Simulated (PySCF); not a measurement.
Computed shifts of a molecule CH7FOSi2, PySCF with B3LYP/pcSseg-1, GIAO, gas phase, equivalent atoms averaged, in ppm (number of nuclei): ²⁹Si: -14.6 (1), -45.5 (1). ¹³C: 1.2 (1). ¹⁹F: -162.0 (1). ¹H: 5.25 (3), 5.13 (1), 0.54 (3). References: ²⁹Si against TMS (σ = 338.7 ppm); ¹³C against TMS (σ = 181.3 ppm); ¹⁹F against CFCl3 (σ = 161.7 ppm); ¹⁷O against H2O (σ = 333.8 ppm); ¹H against TMS (σ = 31.68 ppm), references at their B3LYP-D3(BJ)/def2-TZVP geometries, non-relativistic. Geometry optimised at PBE0-D3(BJ)/def2-SVP. Other conformers were not sampled.

**Question.** Pick the molecule that these values belong to.
(A) C[SiH](F)O[SiH3]
(B) O[Si@@H]([SiH3])CF
(C) O[C@@H]([SiH3])[SiH2]F
(D) F[SiH2]OC[SiH3]

**Answer.** A, C[SiH](F)O[SiH3]
